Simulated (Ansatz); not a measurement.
Ga₂Cl₆⁻. Total charge -1; doublet. Geometry PBE-D4/def2-SVP, that of the neutral singlet.

Cartesian coordinates in Å:
```
Ga 0.617 0.387 1.480
Ga -0.616 -0.397 -1.478
Cl -1.550 -0.015 0.652
Cl -0.914 -2.446 -2.024
Cl 1.135 -1.145 2.884
Cl 1.559 -0.128 -0.618
Cl -1.081 1.261 -2.751
Cl 0.850 2.483 1.854
```

At PBE-D4/def2-SVP, PBE0-D4/def2-SVP the highest occupied level of the charge -1 doublet lies above zero (up to 1.58 eV). By energy differences its removal costs 0.73 eV (vertical, to the charge 0 singlet, at PBE-D4/def2-SVP); self-interaction error and the lack of diffuse functions both raise the level. The structure comes from a short search, and lower isomers may exist.

Q: Estimate the α-spin orbital energies around the gap (eV) in Ansatz with PBE-D4/def2-SVP, PBE0-D4/def2-SVP.

A: 
```
orbital  PBE-D4/def2-SVP  PBE0-D4/def2-SVP
 HOMO−5            -3.69             -5.21
 HOMO−4            -3.67             -5.18
 HOMO−3            -3.56             -5.08
 HOMO−2            -3.55             -5.07
 HOMO−1            -3.49             -5.01
   HOMO             1.58              1.08
   LUMO             1.74              2.36
 LUMO+1             3.02              3.63
 LUMO+2             4.28              4.97
 LUMO+3             4.44              5.14
 LUMO+4             4.55              5.37
 LUMO+5             5.13              5.84
 β HOMO            -3.45             -4.96
 β LUMO             1.87              2.77
```
